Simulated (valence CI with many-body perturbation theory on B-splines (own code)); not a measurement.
Results of a calculation; reference values are marked as such.
# Energy levels of Ba22+

Level of theory: relativistic CI+MBPT: six valence electrons over a frozen Dirac-Fock core [Ar] 3d10, radial functions for each j: 9 s, 9 p, 8 d, 6 f, 3 g, 1 h, with the one-electron correlation potential Σ1 (screened to all orders), the two-electron term Σ2, the three-electron term Σ3, Breit, model QED; selected single and double excitations, second order for the rest, scaled by the run's own slope (own B-spline code, finite nucleus).

No measured levels were compared; by estimate levels hold to about 250 cm⁻¹ or 0.2 % of their energy and the worst to 1 %, as in measured heavy ions of charge 2 to 7; those with d or f electrons hold less well. Among the levels kept, up to 940 cm⁻¹ of a level comes from second order outside the variational space, and about a tenth of that is noise between levels of different J, which matters for small intervals.

Levels 1 to 39 of 39, with energies above the lowest level, (4s^2 4p1/2^2 4p3/2^2) J=2. "Leading %" is the weight of the configuration and term that name the level; weights of strongly mixed levels are sums over their largest components and can fall short. In the jj column 3d3/2^4 stands for four electrons in 3d with j = 3/2.

| No. | Configuration | Term | J | E (cm⁻¹) | Leading % | g | Second component | Leading jj |
| --- | --- | --- | --- | --- | --- | --- | --- | --- |
| 1 | 4s²4p⁴ | ³P | 2 | 0 | 74 | 1.375 | 24 % 4s²4p⁴ ¹D | 4s^2 4p1/2^2 4p3/2^2 (97 %) |
| 2 | 4s²4p⁴ | ¹S | 0 | 42550 | 52 |  | 46 % 4s²4p⁴ ³P | 4s^2 4p1/2^2 4p3/2^2 (96 %) |
| 3 | 4s²4p⁴ | ³P | 1 | 150260 | 98 | 1.499 |  | 4s^2 4p1/2 4p3/2^3 (98 %) |
| 4 | 4s²4p⁴ | ¹D | 2 | 174760 | 74 | 1.123 | 24 % 4s²4p⁴ ³P | 4s^2 4p1/2 4p3/2^3 (97 %) |
| 5 | 4s²4p⁴ | ³P | 0 | 345350 | 52 |  | 45 % 4s²4p⁴ ¹S | 4s^2 4p3/2^4 (96 %) |
| 6 | 4s4p⁵ | ³P° | 2 | 598430 | 86 | 1.497 | 12 % 4s²4p³4d ³P° | 4s 4p1/2^2 4p3/2^3 (86 %) |
| 7 | 4s4p⁵ | ³P° | 1 | 644750 | 51 | 1.314 | 25 % 4s4p⁵ ¹P° | 4s 4p1/2^2 4p3/2^3 (68 %) |
| 8 | 4s²4p³4d | ³F° | 2 | 728270 | 32 | 1.053 | 22 % 4s²4p³4d ⁵D° | 4s^2 4p1/2^2 4p3/2 4d3/2 (89 %) |
| 9 | 4s²4p³4d | ⁵D° | 0 | 731910 | 42 |  | 33 % 4s²4p³4d ³P° | 4s^2 4p1/2^2 4p3/2 4d3/2 (70 %) |
| 10 | 4s²4p³4d | ⁵D° | 3 | 737750 | 34 | 1.240 | 22 % 4s²4p³4d ³F° | 4s^2 4p1/2^2 4p3/2 4d3/2 (74 %) |
| 11 | 4s²4p³4d | ⁵D° | 1 | 752600 | 50 | 1.342 | 18 % 4s²4p³4d ³P° | 4s^2 4p1/2^2 4p3/2 4d3/2 (69 %) |
| 12 | 4s4p⁵ | ³P° | 0 | 757220 | 68 |  | 23 % 4s²4p³4d ³P° | 4s 4p1/2 4p3/2^4 (68 %) |
| 13 | 4s²4p³4d | ⁵D° | 4 | 764010 | 46 | 1.331 | 36 % 4s²4p³4d ³F° | 4s^2 4p1/2^2 4p3/2 4d5/2 (90 %) |
| 14 | 4s²4p³4d | ⁵D° | 2 | 786840 | 36 | 1.309 | 19 % 4s²4p³4d ³D° | 4s^2 4p1/2^2 4p3/2 4d5/2 (72 %) |
| 15 | 4s4p⁵ | ¹P° | 1 | 796990 | 42 | 1.174 | 24 % 4s4p⁵ ³P° | 4s 4p1/2 4p3/2^4 (60 %) |
| 16 | 4s²4p³4d | ³G° | 3 | 820460 | 30 | 1.085 | 19 % 4s²4p³4d ⁵D° | 4s^2 4p1/2^2 4p3/2 4d5/2 (53 %) |
| 17 | 4s²4p³4d | ³D° | 1 | 845940 | 65 | 0.814 | 22 % 4s²4p³4d ³P° | 4s^2 4p1/2^2 4p3/2 4d5/2 (57 %) |
| 18 | 4s²4p³4d | ³F° | 2 | 861370 | 46 | 0.993 | 32 % 4s²4p³4d ³D° | 4s^2 4p1/2 4p3/2^2 4d3/2 (91 %) |
| 19 | 4s²4p³4d | ¹S° | 0 | 865590 | 54 |  | 35 % 4s²4p³4d ⁵D° | 4s^2 4p1/2 4p3/2^2 4d3/2 (72 %) |
| 20 | 4s²4p³4d | ³D° | 1 | 875060 | 73 | 0.714 | 15 % 4s²4p³4d ⁵D° | 4s^2 4p1/2 4p3/2^2 4d3/2 (55 %) |
| 21 | 4s²4p³4d | ³F° | 3 | 875070 | 58 | 1.135 | 16 % 4s²4p³4d ⁵D° | 4s^2 4p1/2 4p3/2^2 4d3/2 (78 %) |
| 22 | 4s²4p³4d | ³D° | 3 | 891010 | 65 | 1.285 | 16 % 4s²4p³4d ⁵D° | 4s^2 4p1/2 4p3/2^2 4d5/2 (88 %) |
| 23 | 4s²4p³4d | ³G° | 4 | 895830 | 65 | 1.184 | 26 % 4s²4p³4d ⁵D° | 4s^2 4p1/2 4p3/2^2 4d5/2 (56 %) |
| 24 | 4s²4p³4d | ³F° | 4 | 903910 | 48 | 1.184 | 37 % 4s²4p³4d ¹G° | 4s^2 4p1/2 4p3/2^2 4d5/2 (48 %) |
| 25 | 4s²4p³4d | ³F° | 4 | 923920 | 49 | 1.134 | 40 % 4s²4p³4d ¹G° | 4s^2 4p1/2 4p3/2^2 4d5/2 (82 %) |
| 26 | 4s²4p³4d | ³F° | 2 | 927060 | 48 | 0.903 | 30 % 4s²4p³4d ¹D° | 4s^2 4p1/2 4p3/2^2 4d3/2 (83 %) |
| 27 | 4s²4p³4d | ³G° | 5 | 932280 | 98 | 1.199 |  | 4s^2 4p1/2 4p3/2^2 4d5/2 (98 %) |
| 28 | 4s²4p³4d | ³D° | 1 | 950000 | 20 | 1.254 | 18 % 4s²4p³4d ³S° | 4s^2 4p1/2 4p3/2^2 4d5/2 (51 %) |
| 29 | 4s²4p³4d | ³P° | 0 | 963220 | 54 |  | 31 % 4s²4p³4d ¹S° | 4s^2 4p1/2 4p3/2^2 4d5/2 (66 %) |
| 30 | 4s²4p³4d | ³D° | 2 | 971060 | 44 | 1.258 | 23 % 4s²4p³4d ³P° | 4s^2 4p1/2 4p3/2^2 4d5/2 (82 %) |
| 31 | 4s²4p³4d | ³P° | 2 | 976770 | 47 | 1.223 | 14 % 4s²4p³4d ¹D° | 4s^2 4p1/2 4p3/2^2 4d3/2 (45 %) |
| 32 | 4s²4p³4d | ³F° | 3 | 987970 | 45 | 1.129 | 30 % 4s²4p³4d ³D° | 4s^2 4p1/2 4p3/2^2 4d5/2 (82 %) |
| 33 | 4s²4p³4d | ³D° | 3 | 990940 | 65 | 1.188 | 14 % 4s²4p³4d ³G° | 4s^2 4p1/2 4p3/2^2 4d5/2 (43 %) |
| 34 | 4s²4p³4d | ³P° | 1 | 996210 | 54 | 1.276 | 16 % 4s²4p³4d ¹P° | 4s^2 4p1/2 4p3/2^2 4d3/2 (62 %) |
| 35 | 4s²4p³4d | ³D° | 2 | 1002000 | 34 | 1.109 | 28 % 4s²4p³4d ³F° | 4s^2 4p1/2 4p3/2^2 4d5/2 (56 %) |
| 36 | 4s²4p³4d | ³S° | 1 | 1018100 | 56 | 1.573 | 20 % 4s²4p³4d ¹P° | 4s^2 4p1/2 4p3/2^2 4d5/2 (49 %) |
| 37 | 4s²4p³4d | ¹F° | 3 | 1019100 | 44 | 1.089 | 17 % 4s²4p³4d ³F° | 4s^2 4p1/2 4p3/2^2 4d3/2 (36 %) |
| 38 | 4s²4p³4d | ¹P° | 1 | 1050200 | 45 | 0.905 | 33 % 4s²4p³4d ³D° | 4s^2 4p1/2 4p3/2^2 4d3/2 (59 %) |
| 39 | 4s²4p³4d | ¹D° | 2 | 1057600 | 43 | 1.151 | 28 % 4s²4p³4d ³D° | 4s^2 4p1/2 4p3/2^2 4d5/2 (73 %) |

Where two levels of one J and parity lie close, their mixing, g and order are uncertain.

The ionisation energy to 4s²4p³ ²P°3/2 of the next ion comes out as 718.37 eV (NIST: 717 ± 4 eV (theoretical)). All 39 levels together are meant to be complete up to 1058700 cm⁻¹.
